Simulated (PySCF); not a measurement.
# In₃⁺, singlet: computed properties

Computed with PBE0 in PySCF with In def2-TZVP with ECP28; scalar-relativistic core potentials, no spin–orbit coupling; density-fitted integrals.

The structure is a minimum.

```xyz
3
charge 1 multiplicity 1, angstrom
In    0.0000    0.0000    0.0000
In    0.0000    0.0000    3.3375
In    0.0000    0.0000   -3.3375
```

- Point group: D∞h
- Bond lengths: In–In 3.338 Å (×2)
- Bond angles: In–In–In 180.0°
- Enthalpy at 298.15 K above 0 K: 17.24 kJ/mol
- Principal polarisabilities: 87.5, 87.5, 421.7 bohr³
- Dipole moment about the centre of mass: 0.00 D
- Lowest empty level: -6.19 eV
- Heat capacity Cp at 298.15 K: 62.0 J/(mol K)
- Principal quadrupole moments (Buckingham, traceless) about the centre of mass: -14.94, -14.94, 29.89 D Å
- Rotational symmetry number: 2
- Entropy at 298.15 K and 1 bar: 350.0 J/(mol K)
- Zero-point energy: 1.5 kJ/mol
- Rotational constants: 0.006585 cm⁻¹
- Highest occupied level: -7.90 eV

Harmonic modes (masses in u: In 114.904):
```csv
symmetry,ω (cm⁻¹),"IR (km/mol, summed over degenerate members)",μ (u)
πu,31,0.0,114.90
σg+,66,0.0,114.90
σu+,116,14.1,114.90
```

In D∞h the vibrations span πu + σg+ + σu+. The σg+ mode carries no infrared intensity, as symmetry demands. With a centre of inversion only u modes can be infrared active and only g modes Raman active.

Charges (e):
| atom | Mulliken | Löwdin | polar tensor | Mayer order to In1 |
| --- | --- | --- | --- | --- |
| In1 | 0.14 | 0.27 | -0.03 | – |
| In2,3 | 0.43 | 0.37 | 0.52 | 0.59 |

Mulliken populations on In1 (electrons outside its core potential): s 3.91, p 6.92, d 10.04, f 0.00.

Outer orbital energies (eV). occupied: -24.77, -24.63, -24.63, -24.51, -14.06, -13.18, -11.89, -7.90; empty: -6.19, -6.19, -5.39, -5.39.

Other isomers or separated fragments may lie lower.

The final relaxation and frequency run took 29 s on 4 threads of a shared Arm Neoverse V2 host, with 150 basis functions and 8 gradients; the process peaked at 1.2 GiB.
